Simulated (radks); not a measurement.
Q: These are the eigenvalues of the occupied orbitals of an atom or ion with whole-number occupations (eV). All-electron calculation, Dirac Kohn-Sham, PBEsol, spin-unpolarised, spherical densities, finite nucleus; Fermi nuclear charge, rms radius of each element as measured or else 0.836 A^(1/3) + 0.57 fm. Program: a radial shooting solver on a logarithmic mesh with Libxc functionals.

1s1/2: -40212.79
2s1/2: -6436.315
2p1/2: -6077.873
2p3/2: -5631.596
3s1/2: -1385.651
3p1/2: -1233.726
3p3/2: -1146.043
3d3/2: -880.0476
3d5/2: -861.2108
4s1/2: -280.0992
4p1/2: -223.6748
4p3/2: -204.7951
4d3/2: -112.1098
4d5/2: -108.8033
5s1/2: -40.4853
5p1/2: -25.0790
5p3/2: -22.3167
4f5/2: -5.5151
6s1/2: -3.7535
5d3/2: -3.1592

Which element is it, and in what charge state? The configuration may be excited. Open shells, if any, fill j = l - 1/2 first.

A: Z = 58, cerium, charge 0: Ce in [Xe] 4f1 5d1 6s2. The list shows which subshells hold electrons but not how many an open one holds; the 1s level, -1477.8 hartree, gives Z - s = 54.4 by -(Z - s)^2/2, which with screening and relativity narrows Z to a few neighbours, and the depths of the outer levels then fix element, charge and occupations together.
